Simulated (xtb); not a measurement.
C3H8N (SMILES [CH2]NCC), doublet, geometry from GFN2-xTB; GFN2-xTB (xtb 6.7.1).

The xtb input:
```
$ xtb mol.xyz --gfn 2 --uhf 1 --acc 0.1 --json

# file mol.xyz
12

C      1.83837788     0.50768624     0.14523692
N      0.47015236     0.43049383     0.36749993
C     -0.35118331    -0.32436927    -0.54864423
C     -1.73716938    -0.54538228     0.04424207
H      2.31059317    -0.39053467    -0.20746643
H      2.38702468     1.14489471     0.81266347
H      0.05420302     1.31043497     0.64595892
H     -0.44485095     0.17886649    -1.52564641
H      0.14296480    -1.28515797    -0.71687676
H     -1.65803034    -1.04878092     1.00444777
H     -2.33823590    -1.15637235    -0.62364002
H     -2.24488629     0.40558487     0.19305125
```

The log (banner, timings and long lists left out):

```
   ID    Z sym.   atoms
    1    6 C      1, 3, 4
    2    7 N      2
    3    1 H      5-12

           -------------------------------------------------
          |                Calculation Setup                |
           -------------------------------------------------

           -------------------------------------------------
          |                 G F N 2 - x T B                 |
           -------------------------------------------------

          ...................................................
          :                      SETUP                      :
          :.................................................:
          :  # basis functions                  24          :
          :  # atomic orbitals                  24          :
          :  # shells                           16          :
          :  # electrons                        25          :
          :  max. iterations                   250          :
          :  Hamiltonian                  GFN2-xTB          :
          :  restarted?                      false          :
          :  GBSA solvation                  false          :
          :  PC potential                    false          :
          :  electronic temp.          300.0000000     K    :
          :  accuracy                    0.1000000          :
          :  -> integral cutoff          0.3500000E+02      :
          :  -> integral neglect         0.1000000E-08      :
          :  -> SCF convergence          0.1000000E-06 Eh   :
          :  -> wf. convergence          0.1000000E-04 e    :
          :  Broyden damping             0.4000000          :
          :  net charge                          0          :
          :  unpaired electrons                  1          :
          ...................................................

 iter      E             dE          RMSdq      gap      omega  full diag
   1    -13.4705933 -0.134706E+02  0.282E+00    8.46       0.0  T
   2    -13.5167555 -0.461622E-01  0.195E+00    7.69       1.0  T
   3    -13.5223125 -0.555697E-02  0.110E+00    8.09       1.0  T
   4    -13.5225207 -0.208206E-03  0.260E-01    8.07       1.0  T
   5    -13.5225711 -0.503952E-04  0.603E-02    8.07       1.0  T
   6    -13.5225739 -0.285270E-05  0.259E-02    8.07       1.1  T
   7    -13.5225744 -0.472489E-06  0.432E-03    8.08       6.7  T
   8    -13.5225745 -0.850865E-07  0.142E-03    8.08      20.3  T
   9    -13.5225745 -0.217667E-08  0.445E-04    8.08      64.8  T
  10    -13.5225745 -0.127110E-08  0.128E-04    8.08     225.9  T
  11    -13.5225745 -0.356071E-10  0.221E-05    8.08    1303.5  T
  12    -13.5225745 -0.136602E-11  0.401E-06    8.08    7194.3  T

   *** convergence criteria satisfied after 12 iterations ***

         :::::::::::::::::::::::::::::::::::::::::::::::::::::
         ::                     SUMMARY                     ::
         :::::::::::::::::::::::::::::::::::::::::::::::::::::
         :: total energy             -13.339020380122 Eh    ::
         :: gradient norm              0.000043028004 Eh/a0 ::
         :: HOMO-LUMO gap              8.076780383366 eV    ::
         ::.................................................::
         :: SCC energy               -13.522572688066 Eh    ::
         :: -> isotropic ES            0.008114624464 Eh    ::
         :: -> anisotropic ES          0.004481808570 Eh    ::
         :: -> anisotropic XC          0.009862449381 Eh    ::
         :: -> dispersion             -0.005076941648 Eh    ::
         :: repulsion energy           0.183552307945 Eh    ::
         :: add. restraining           0.000000000000 Eh    ::
         :: total charge              -0.000000000000 e     ::
         :::::::::::::::::::::::::::::::::::::::::::::::::::::

           -------------------------------------------------
          |                Property Printout                |
           -------------------------------------------------

    * Orbital Energies and Occupations

         #    Occupation            Energy/Eh            Energy/eV
      -------------------------------------------------------------
         1        2.0000           -0.6390057             -17.3882
         2        2.0000           -0.6091814             -16.5767
         3        2.0000           -0.5789802             -15.7549
         4        2.0000           -0.5620695             -15.2947
         5        2.0000           -0.5312493             -14.4560
         6        2.0000           -0.5080151             -13.8238
         7        2.0000           -0.4983726             -13.5614
         8        2.0000           -0.4679985             -12.7349
         9        2.0000           -0.4629780             -12.5983
        10        2.0000           -0.4490792             -12.2201
        11        2.0000           -0.4343917             -11.8204
        12        2.0000           -0.4088774             -11.1261
        13        1.0000           -0.2535760              -6.9002 (HOMO)
        14                          0.0432402               1.1766 (LUMO)
        15                          0.1057039               2.8763
        16                          0.1236174               3.3638
        17                          0.1531969               4.1687
        18                          0.1687214               4.5911
        19                          0.1885402               5.1304
        20                          0.2010414               5.4706
        21                          0.2395221               6.5177
        22                          0.2674938               7.2789
        23                          0.3110353               8.4637
        24                          0.3674948              10.0000
      -------------------------------------------------------------
                  HL-Gap            0.2968162 Eh            8.0768 eV
             Fermi-level           -0.2181973 Eh           -5.9375 eV

     #   Z          covCN         q      C6AA      α(0)
     1   6 C        2.771    -0.116    30.922     9.107
     2   7 N        2.681    -0.159    24.438     7.342
     3   6 C        3.739     0.013    20.441     6.451
     4   6 C        3.753    -0.112    22.706     6.795
     5   1 H        0.926     0.013     2.837     2.634
     6   1 H        0.926     0.012     2.865     2.647
     7   1 H        0.860     0.148     1.415     1.863
     8   1 H        0.923     0.025     2.664     2.553
     9   1 H        0.924     0.048     2.347     2.396
    10   1 H        0.925     0.048     2.343     2.394
    11   1 H        0.925     0.043     2.415     2.430
    12   1 H        0.925     0.038     2.469     2.457

 Mol. C6AA /au·bohr⁶  :       1032.084388
 Mol. C8AA /au·bohr⁸  :      21287.493628
 Mol. α(0) /au        :         49.068869

Wiberg/Mayer (AO) data.
largest (>0.10) Wiberg bond orders for each atom

 ---------------------------------------------------------------------------
     #   Z sym  total        # sym  WBO       # sym  WBO       # sym  WBO
 ---------------------------------------------------------------------------
     1   6 C    3.353 --     2 N    1.344     6 H    0.983     5 H    0.982
     2   7 N    3.339 --     1 C    1.344     3 C    1.011     7 H    0.950
     3   6 C    3.983 --     4 C    1.015     2 N    1.011     9 H    0.972
                             8 H    0.962
     4   6 C    3.996 --     3 C    1.015    10 H    0.987    12 H    0.987
                            11 H    0.986
     5   1 H    1.000 --     1 C    0.982
     6   1 H    1.000 --     1 C    0.983
     7   1 H    0.978 --     2 N    0.950
     8   1 H    0.999 --     3 C    0.962
     9   1 H    0.998 --     3 C    0.972
    10   1 H    0.998 --     4 C    0.987
    11   1 H    0.998 --     4 C    0.986
    12   1 H    0.999 --     4 C    0.987
 ---------------------------------------------------------------------------

Topologies differ in total number of bonds
Writing topology from bond orders to xtbtopo.mol

molecular dipole:
                 x           y           z       tot (Debye)
 q only:       -0.569      -0.018      -0.052
   full:       -0.615       0.067      -0.057       1.579
molecular quadrupole (traceless):
                xx          xy          yy          xz          yz          zz
 q only:       -1.248      -0.333       1.100      -0.263       0.690       0.148
  q+dip:       -2.292      -1.451       2.355       0.402       1.347      -0.063
   full:       -1.845      -1.160       2.006       0.351       1.358      -0.161

           -------------------------------------------------
          | TOTAL ENERGY              -13.339020380122 Eh   |
          | GRADIENT NORM               0.000043028004 Eh/α |
          | HOMO-LUMO GAP               8.076780383366 eV   |
           -------------------------------------------------

normal termination of xtb
```
